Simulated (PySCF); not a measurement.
Species: C₇H₄FN.
Bonds: N1–C2 (triple), C2–C3, C3–C4 (aromatic), C4–C5 (aromatic), C5–C6 (aromatic), C6–C7 (aromatic), C7–C8 (aromatic), C8–F9, C3–C8 (aromatic). Hydrogens: H10 on C4; H11 on C5; H12 on C6; H13 on C7.

NICS = −σ at a ghost point: NICS(0) at the centroid of the ring atoms, NICS(1) 1 Å to either side along the normal of their mean plane, zz for the tensor component along that normal. Level: GIAO PBE0/pcSseg-1 (PySCF, non-relativistic, gas phase) on the GFN2-xTB geometry, one conformer.

Ring bond lengths (Å), with Mayer bond orders in brackets: C3–C4 1.396 (1.36), C4–C5 1.381 (1.46), C5–C6 1.387 (1.42), C6–C7 1.385 (1.42), C7–C8 1.382 (1.46), C8–C3 1.396 (1.29).

Task: What do the NICS probes read (ppm)?

Result: 
```csv
ring,type,NICS(0),"NICS(1), two faces","NICS(1)zz, two faces",rms pucker (Å),"centre to ring atoms, mean (Å)"
C3–C4–C5–C6–C7–C8,6-membered carbocycle; formal bonds all aromatic,-10.3,-11.3 / -11.3,-27.2 / -27.1,0.00,1.39
```

Task: What can be read from them?

Result: 
- C3–C4–C5–C6–C7–C8: mean NICS(1)zz -27.1 ppm, shielded, aromatic by this magnetic criterion (flat ring, no four-coordinate atom).

Task: And the bond-length index? HOMA takes Krygowski's 1993 parameters.

Result: 
- C3–C4–C5–C6–C7–C8: HOMA 0.99 = 1 − EN − GEO, with mean bond length 1.388 Å, EN = α(Ropt − mean)² = 0.000 and GEO = α × variance = 0.010. The geometric and the magnetic index point the same way.

Task: What are the shieldings of the ring atoms and their hydrogens in the same run (means over atoms taken as equivalent)?

Result: 
```tsv
atoms	environment	σ isotropic (ppm)	principal values of the symmetric part, first atom (ppm)
C3	substituted aromatic carbon	80.2	1.0, 75.8, 164.0
C4	aromatic CH carbon	44.9	-61.0, 26.6, 169.3
C5	aromatic CH carbon	57.3	-49.8, 40.0, 181.8
C6	aromatic CH carbon	47.1	-61.3, 26.6, 176.0
C7	aromatic CH carbon	64.2	-22.9, 45.8, 169.6
C8	aromatic C–F carbon	11.9	-74.7, 21.2, 89.2
H10	aromatic hydrogen	23.77	20.3, 23.2, 27.7
H11	aromatic hydrogen	24.22	20.9, 25.0, 26.8
H12	aromatic hydrogen	23.88	20.7, 24.4, 26.6
H13	aromatic hydrogen	24.22	20.7, 24.6, 27.4
```

Time: 37 s of wall time. Hardware: x86-64 server, one thread, on a shared host. This is the whole shielding run at PBE0/pcSseg-1, SCF included.
